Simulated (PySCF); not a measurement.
# InSF, singlet: data card

Level of theory: PBE0 in PySCF with In def2-TZVP with ECP28, S def2-TZVP, F def2-TZVP; scalar-relativistic core potentials, no spin–orbit coupling; density-fitted integrals.

The structure is a minimum.

```xyz
3
charge 0 multiplicity 1, angstrom
In    0.0000    0.0000    0.2018
S     0.0000    0.0000   -1.9794
F     0.0000    0.0000    2.1089
```

```json
{"Point group": "C∞v", "Bond lengths": "In–F 1.907 Å, In–S 2.181 Å", "Bond angles": "F–In–S 180.0°", "Dipole moment": "1.55 D", "Zero-point energy": "8.1 kJ/mol", "Heat capacity Cp at 298.15 K": "54.8 J/(mol K)", "Highest occupied level": "-7.33 eV", "Rotational constants": "0.07861 cm⁻¹", "Atomisation energy without zero-point energy": "723 kJ/mol", "Rotational symmetry number": "1", "Lowest empty level": "-2.89 eV", "Principal polarisabilities": "40.1, 40.1, 78.3 bohr³", "Principal quadrupole moments (Buckingham, traceless) about the centre of mass": "-12.48, 6.24, 6.24 D Å", "Enthalpy at 298.15 K above 0 K": "13.35 kJ/mol", "Entropy at 298.15 K and 1 bar": "276.9 J/(mol K)"}
```

Harmonic modes (masses in u: In 114.904, S 31.972, F 18.998):
```csv
symmetry,ω (cm⁻¹),"IR (km/mol, summed over degenerate members)",type
π,122,33.0,bend
σ+,458,0.5,stretch
σ+,648,113,stretch
```

In C∞v the vibrations span π + 2σ+.

Charges (e):
```tsv
atom	Mulliken	Löwdin	polar tensor	Mayer order to In1
In1	0.79	0.19	1.11	–
S2	-0.37	0.03	-0.47	2.06
F3	-0.41	-0.21	-0.64	0.92
```

Mulliken populations on In1 (electrons outside its core potential): s 3.07, p 6.91, d 10.15, f 0.09.

Outer orbital energies (eV). occupied: -22.75, -18.38, -13.01, -11.65, -11.65, -9.88, -7.33, -7.33; empty: -2.89, -1.41, -1.41, 1.15.

Counting electrons, indium keeps none of its valence electrons outside its bonds, so the VSEPR class is AX2 and the expected shape is linear; with unlike ligands the computed point group is C∞v.

Other isomers or separated fragments may lie lower.

The final relaxation and frequency run took about 50 core-seconds on a shared host.
